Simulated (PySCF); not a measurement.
Relaxation of triplet NiF₃⁻

These are results of UB3LYP/[Ni def2-SVPD, F def2-SVPD], no relativity, density fitting, PySCF, not measurements. A (50,194) grid was used.

A hand-made trigonal pyramidal start, of C3v symmetry, held to at least that symmetry:

```xyz
4
charge -1 multiplicity 3, angstrom
Ni    0.0000    0.0000   -0.4051
F     1.5363    0.0000    0.4118
F    -0.7682    1.3305    0.4118
F    -0.7682   -1.3305    0.4118
```

Optimiser trace:
```tsv
step	E − E(last) (kJ/mol)	largest gradient (Eh/bohr)
0	126.23	0.05481
1	39.82	0.02771
2	11.24	0.02323
3	4.97	0.01422
4	1.03	0.00580
5	0.01	0.00049
6	0.00	0.00008
7	0.00	0.00001
```

It ends at C3v with Ni–F 1.841 Å (×3); F–Ni–F 118.5° (×3) (after a last refinement on a finer grid). A frequency run shows a minimum.

Final geometry:
Z-matrix (Å, degrees; charge -1 multiplicity 3):
```
Ni
F  1 1.8413
F  1 1.8413 2 118.46
F  1 1.8413 2 118.46 3 -155.55
```

Other spin states or occupations of the open shell can lie lower.
